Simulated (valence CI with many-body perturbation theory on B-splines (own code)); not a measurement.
# E1 line list for Nd11+

Level of theory: configuration interaction combined with many-body perturbation theory (CI+MBPT): three valence electrons over a frozen Dirac-Fock core [Kr] 4d10, a basis of 7 s, 7 p, 7 d, 7 f, 4 g, 2 h functions for each j, with the one-electron correlation potential Σ1, the two-electron term Σ2, the three-electron term Σ3, Breit, model QED; selected CI, second order for the rest, scaled by the run's own slope (own B-spline code, finite nucleus).

No measured levels were compared; by estimate terms of the open shell hold to a few per cent of their energy, and close levels can change places; configurations with another count of f electrons can be misplaced by thousands of cm⁻¹.

Lines 151 to 200 of 587 in falling wavelength, among levels below 55.041 eV, chosen from the strongest by gf and those to the six lowest levels. Wavelengths and rates use the calculated energies, so an error of 3000 cm⁻¹ moves a line at 56.07 nm by 1.7 % and its rate by three times that or more. Electric multipoles are in the length gauge, E1 and E2 with the static RPA response of the core. Weak lines are less certain than strong ones. Lines between different terms over intervals too small for the method are left out, as are lines whose strength nearly cancels. Where a level lies close to another of its J and parity, the split of strength between their lines is uncertain. The highest levels of a list are the least certain.

Names give the largest LS component (configuration and term), which can be under half, so a name can repeat, a term be missing and a line seem to break the LS rules; names also repeat where a configuration has a term twice. Letters in brackets count levels of one name in rising energy.

```
λ vac (nm)                Upper                Lower   A (s⁻¹)  S (a.u.) with core polarisation  S without
     56.07      4f2.5p 4H°_13/2       4f2.5s 4H_11/2  6.11e+08                         7.44e-01   9.67e-01
     56.07   4f2.5p 4D°_7/2 [a]        4f2.5s 4F_5/2  5.10e+08                         3.55e-01   4.62e-01
     55.98   4f.5p2 2G°_7/2 [a]  4f.5s.5p 2F_7/2 [b]  2.20e+08                         1.52e-01   2.00e-01
     55.84  4f2.5p 4G°_11/2 [a]        4f2.5s 4H_9/2  9.67e+07                         9.98e-02   1.30e-01
     55.66   4f.5p2 2G°_9/2 [a]  4f.5s.5p 2G_9/2 [a]  5.12e+08                         4.36e-01   5.73e-01
     55.65      4f3 2G°_9/2 [a]        4f2.5s 4H_7/2  5.48e+06                         4.67e-03   6.06e-03
     55.64          4f3 4G°_7/2        4f2.5s 4H_7/2  1.77e+07                         1.20e-02   1.56e-02
     55.52   4f2.5p 4G°_5/2 [a]        4f2.5s 4H_7/2  7.09e+07                         3.59e-02   4.70e-02
     55.48          4f3 4G°_9/2        4f2.5s 4H_9/2  1.20e+07                         1.01e-02   1.32e-02
     55.44   4f2.5p 4G°_7/2 [a]        4f2.5s 4H_9/2  1.31e+08                         8.79e-02   1.15e-01
     55.34   4f2.5p 4G°_9/2 [a]       4f2.5s 4H_11/2  4.17e+08                         3.48e-01   4.55e-01
     55.25   4f2.5p 2H°_9/2 [a]        4f2.5s 4F_9/2  1.73e+08                         1.44e-01   1.87e-01
     55.16      4f3 2F°_5/2 [a]        4f2.5s 2F_7/2  3.03e+08                         1.51e-01   1.96e-01
     55.10   4f2.5p 4G°_7/2 [c]  4f.5s.5p 2G_7/2 [a]  3.57e+08                         2.36e-01   3.11e-01
     55.09       4f.5p2 4G°_5/2  4f.5s.5p 2F_5/2 [a]  1.60e+09                         7.91e-01   1.04e+00
     55.09   4f.5p2 2F°_5/2 [a]  4f.5s.5p 2D_5/2 [a]  6.39e+08                         3.16e-01   4.18e-01
     54.96         4f3 4G°_11/2        4f2.5s 4H_9/2  9.03e+06                         8.88e-03   1.15e-02
     54.95   4f2.5p 4G°_7/2 [a]        4f2.5s 4H_7/2  2.01e+07                         1.31e-02   1.71e-02
     54.75   4f2.5p 2P°_1/2 [b]        4f2.5s 2S_1/2  1.91e+09                         3.10e-01   4.03e-01
     54.71   4f.5p2 4D°_7/2 [b]  4f.5s.5p 2F_7/2 [b]  1.11e+09                         7.17e-01   9.45e-01
     54.70   4f.5p2 4D°_7/2 [a]  4f.5s.5p 2G_7/2 [a]  2.24e+09                         1.45e+00   1.90e+00
     54.69       4f.5p2 4D°_5/2  4f.5s.5p 2D_5/2 [a]  8.23e+08                         3.99e-01   5.24e-01
     54.68   4f2.5p 4G°_9/2 [a]        4f2.5s 4H_9/2  4.73e+07                         3.82e-02   4.96e-02
     54.60   4f.5p2 2D°_5/2 [a]      4f.5s.5p 4D_5/2  1.68e+09                         8.08e-01   1.06e+00
     54.36      4f3 2F°_5/2 [b]        4f2.5s 2F_7/2  5.40e+08                         2.57e-01   3.33e-01
     54.34   4f.5p2 2G°_7/2 [a]      4f.5s.5p 4D_5/2  5.92e+08                         3.75e-01   4.94e-01
     54.20   4f2.5p 4G°_9/2 [a]        4f2.5s 4H_7/2  1.33e+08                         1.04e-01   1.35e-01
     54.08   4f.5p2 2F°_7/2 [a]  4f.5s.5p 2D_5/2 [a]  8.94e+08                         5.58e-01   7.34e-01
     54.04       4f.5p2 4F°_3/2      4f.5s.5p 4D_3/2  1.76e+09                         5.48e-01   7.22e-01
     54.03   4f.5p2 2D°_3/2 [b]  4f.5s.5p 2D_3/2 [a]  1.69e+09                         5.28e-01   6.96e-01
     54.00   4f2.5p 4D°_7/2 [a]        4f2.5s 4H_9/2  6.77e+06                         4.21e-03   5.49e-03
     53.85   4f.5p2 2G°_7/2 [a]      4f.5s.5p 4G_9/2  3.38e+08                         2.08e-01   2.75e-01
     53.82   4f.5p2 2D°_5/2 [a]  4f.5s.5p 4F_7/2 [b]  1.51e+09                         6.99e-01   9.23e-01
     53.67   4f.5p2 2D°_3/2 [c]  4f.5s.5p 2D_3/2 [b]  1.42e+09                         4.33e-01   5.81e-01
     53.66   4f.5p2 4D°_7/2 [a]  4f.5s.5p 2F_5/2 [a]  4.21e+08                         2.57e-01   3.38e-01
     53.58        5s.5p2 2D_3/2       5s2.5p 2P°_3/2  3.84e+08                         1.17e-01   1.53e-01
     53.57   4f.5p2 2F°_5/2 [a]  4f.5s.5p 2F_7/2 [b]  7.25e+08                         3.30e-01   4.36e-01
     53.57   4f.5p2 2G°_7/2 [a]  4f.5s.5p 4F_7/2 [b]  2.28e+09                         1.38e+00   1.82e+00
     53.27       4f.5p2 4G°_9/2     4f.5s.5p 4G_11/2  6.46e+08                         4.82e-01   6.36e-01
     53.25   4f.5p2 2G°_9/2 [b]  4f.5s.5p 2G_9/2 [a]  1.87e+09                         1.39e+00   1.84e+00
     53.22   4f.5p2 2G°_7/2 [b]  4f.5s.5p 2G_9/2 [a]  2.27e+09                         1.35e+00   1.79e+00
     53.20   4f.5p2 2F°_5/2 [a]      4f.5s.5p 4D_3/2  9.17e+08                         4.09e-01   5.38e-01
     53.19       4f.5p2 4D°_5/2  4f.5s.5p 2F_7/2 [b]  1.00e+09                         4.47e-01   5.90e-01
     53.15   4f2.5p 2F°_5/2 [a]        4f2.5s 4F_7/2  3.82e+08                         1.70e-01   2.22e-01
     53.12       4f.5p2 4F°_9/2  4f.5s.5p 2G_9/2 [b]  4.81e+08                         3.56e-01   4.77e-01
     53.06  4f.5s.5p 4F_7/2 [b]       4f.5s2 2F°_7/2  1.54e+08                         9.09e-02   1.19e-01
     52.99   4f2.5p 2F°_7/2 [a]        4f2.5s 4H_7/2  1.20e+07                         7.06e-03   9.17e-03
     52.97   4f.5p2 2F°_5/2 [b]  4f.5s.5p 2D_3/2 [a]  1.95e+09                         8.59e-01   1.13e+00
     52.95   4f2.5p 2H°_9/2 [c]      4f.5s.5p 4G_9/2  1.08e+09                         7.93e-01   1.04e+00
     52.87       4f.5p2 4F°_3/2      4f.5s.5p 4D_5/2  1.89e+09                         5.51e-01   7.25e-01
```
